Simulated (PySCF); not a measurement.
**Si2PH6NClF**

The system: Si2PH6NClF, a small molecule; neutral, singlet. The structure, one conformer, was relaxed in the gas phase by PBE0-D3(BJ)/def2-SVP. No frequency run checks that it is a minimum.

SMILES: N[Si](F)(Cl)P[SiH3]

```xyz
12

Si    1.032   -0.274   -0.214
Cl    0.370   -2.153   -0.796
N     2.560   -0.245    0.527
P    -0.490    0.557    1.186
Si   -2.294    0.196   -0.145
F     1.181    0.538   -1.609
H     3.405   -0.433   -0.002
H     2.657   -0.483    1.507
H    -0.261    1.902    0.761
H    -1.995    0.332   -1.600
H    -3.321    1.206    0.250
H    -2.802   -1.173    0.147
```
(Å; atoms numbered from 1)

Shieldings: GIAO PBE0/pcSseg-1. Shifts are against computed references at the same level: H TMS (σ 31.27 ppm), Si TMS (σ 352.0 ppm). Core levels by delta-SCF with SCAN, pcX-2 on the ionised atom and pcseg-1 elsewhere, spin-free X2C (2p3/2 is the spin-free 2p value less a third of a first-order spin-orbit splitting); from the vacuum level, for chosen atoms.

Q: Give the shieldings and core levels atom by atom.

A: 
| atoms | bonded to | σ (ppm) | δ (ppm) | core level (eV) |
| --- | --- | --- | --- | --- |
| Si1 | 1 Cl + 1 F + 1 N + 1 P | 342.7 | 9.3 | 2p3/2 108.55 |
| Cl2 | 1 Si | 810.5 | - | 2p3/2 205.86 |
| N3 | 1 Si + 2 H | 218.8 | - | 1s 405.33 |
| P4 | 2 Si + 1 H | 608.5 | - | 2p3/2 136.24 |
| Si5 | 1 P + 3 H | 427.8 | -75.8 | - |
| F6 | 1 Si | 302.4 | - | 1s 692.35 |
| H7 | 1 N | 29.79 | 1.48 | - |
| H8 | 1 N | 29.93 | 1.34 | - |
| H9 | 1 P | 29.82 | 1.45 | - |
| H10 H11 H12 | 1 Si | 27.05 | 4.22 | - |

Values are those of this one static structure, with the three H of a rotating XH3 group averaged; atoms that internal rotation interchanges would show their mean in an NMR spectrum.

Q: By CAM-B3LYP/def2-SVPD (TDDFT singlets, Tamm-Dancoff triplets, ionisation by delta-SCF), where does absorption start, and what does vertical ionisation take?

A: The lowest singlet lies at 6.48 eV (f 0.006), the strongest of the first 6 at 6.68 eV (f 0.079), the lowest triplet at 5.64 eV; vertical ionisation takes 9.74 eV.
